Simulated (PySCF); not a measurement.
**Computed vibrations of Tb(SH)3**

Tb(SH)3 (singlet in the valence; each metal's 4f electrons, 8 of them, lie in its core potential, out of spins and levels). PySCF 2.14.0, RKS PBE0, Tb lcecp-1-SVP with ECP54, S def2-SVP, H def2-SVP; non-relativistic Hamiltonian with scalar-relativistic core potentials where named; density fitting; no spin-orbit coupling. Central differences of gradients.

```xyz
7

Tb    0.0000    0.0000   -0.0224
S     2.5546    0.4165    0.0355
H     2.8739   -0.9002    0.0487
S    -1.6380    2.0041    0.0355
H    -0.6573    2.9389    0.0487
S    -0.9166   -2.4206    0.0355
H    -2.2166   -2.0387    0.0487
```

Run from Python with OMP_NUM_THREADS=2. Where DIIS fails, smearing, a level shift and second-order steps follow.
It took 52 s on 2 threads of Arm Neoverse V2, on a shared host.

(1) What are the harmonic wavenumbers and infrared intensities?

(2) Is this a minimum?

An lcecp potential fixes the number of 4f electrons, so in runs with it no electron can move into or out of that shell.

## Answers

(1) Modes are labelled in C3; negative numbers are unstable modes, those under 60 cm⁻¹ near the noise; a finer grid moves soft modes by up to 10 cm⁻¹.
```json
{"cm⁻¹": "24", "km/mol": "19.4", "symmetry": "a"}
{"cm⁻¹": "62", "km/mol": "5.2", "symmetry": "e"}
{"cm⁻¹": "62", "km/mol": "5.2", "symmetry": "e"}
{"cm⁻¹": "178", "km/mol": "60.8", "symmetry": "a"}
{"cm⁻¹": "204", "km/mol": "0.0", "symmetry": "e"}
{"cm⁻¹": "204", "km/mol": "0.0", "symmetry": "e"}
{"cm⁻¹": "290", "km/mol": "0.0", "symmetry": "a"}
{"cm⁻¹": "314", "km/mol": "63.3", "symmetry": "e"}
{"cm⁻¹": "314", "km/mol": "63.3", "symmetry": "e"}
{"cm⁻¹": "360", "km/mol": "0.0", "symmetry": "a"}
{"cm⁻¹": "418", "km/mol": "37.0", "symmetry": "e"}
{"cm⁻¹": "418", "km/mol": "37.0", "symmetry": "e"}
{"cm⁻¹": "2688", "km/mol": "2.3", "symmetry": "e"}
{"cm⁻¹": "2688", "km/mol": "2.3", "symmetry": "e"}
{"cm⁻¹": "2688", "km/mol": "0.0", "symmetry": "a"}
```

(2) Yes, within the noise of the softest modes. Ideal gas at 298.15 K and 1 bar: S = 429.0 J/(mol K), Cp = 120.6 J/(mol K), H − H(0 K) = 26.7 kJ/mol (rigid rotor, harmonic modes, spin degeneracy alone, that of the 4f electrons in the core included; the modes under 60 cm⁻¹ make these uncertain).
